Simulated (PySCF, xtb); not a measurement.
stibine (H₃Sb), SMILES [SbH3].

Harmonic wavenumbers (cm⁻¹) from GFN2-xTB in xtb at its own minimum, in rising order: 822, 845, 845, 1546, 1679, 1680.

Problem. What does B3LYP-D3(BJ)/def2-TZVPD (PySCF) give at its own minimum? (The exact figures need the calculation; the answer reports its results.)

Solution. 811, 843, 843, 1934, 1940, 1940. Paired by order, the mean absolute difference is 154 cm⁻¹ and the zero-point energies are 10.6 and 11.9 kcal/mol.
